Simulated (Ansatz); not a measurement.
**Energy profile**

The step: BH₃O₃ ([OH][B]([OH])[OH]) + H₂ → BH₃O₂ ([OH][BH][OH]) + H₂O; bonds formed: B1–H6, O2–H5; bonds broken: B1–O2, H5–H6 (atoms numbered as in the saddle structure below).

| atom | x (Å) | y (Å) | z (Å) |
| --- | --- | --- | --- |
| B1 | -0.1982 | -0.1021 | 0.0326 |
| O2 | 1.2373 | 0.4933 | -0.3004 |
| O3 | -0.4465 | -1.3684 | -0.4624 |
| O4 | -1.1617 | 0.8781 | -0.1490 |
| H5 | 0.9786 | 0.3165 | 0.8559 |
| H6 | 0.1813 | -0.1537 | 1.3950 |
| H7 | 1.1171 | 1.4152 | -0.5621 |
| H8 | 0.2856 | -1.9787 | -0.3696 |
| H9 | -1.9934 | 0.4998 | -0.4400 |

Electronic energies by CCSD(T) at an estimated basis limit (MP2 extrapolated from triple and quadruple zeta, plus CCSD(T) − MP2 in triple zeta), on PBE0-D4/def2-TZVP structures; BH5O3, singlet; no counterpoise correction. Program: Ansatz 0.2.0. Basis: def2-TZVPP and def2-QZVPP. Cores are frozen in the correlated methods. Extrapolation: Hartree–Fock as exp(−7.88 √X), correlation as X^−2.97.

Q: Give the profile in kcal/mol, counted from the separated reactants. (An estimate is asked for; the value comes from the calculation.)

A: By the calculation:
| point | kcal/mol |
| --- | --- |
| separated: BH3O3 (linked as [OH][B]([OH])[OH]; B1, O2, O3, O4, H7, H8, H9; singlet) + H2 (H5, H6; singlet) | 0.00 |
| start structure | -1.03 |
| saddle | 56.55 |
| end structure | 19.31 |
| separated: BH3O2 (linked as [OH][BH][OH]; B1, O3, O4, H6, H8, H9; singlet) + H2O (O2, H5, H7; singlet) | 23.65 |

No T1 diagnostic of these runs exceeds 0.013.

For scale, one of the runs: CCSD(T)/def2-TZVPP, 194 basis functions (an equivalent command: `ansatz run in.yaml --threads 4`). Hardware: 4 CPU threads, shared host. Wall time 43 s; peak host memory 2.4 GiB.
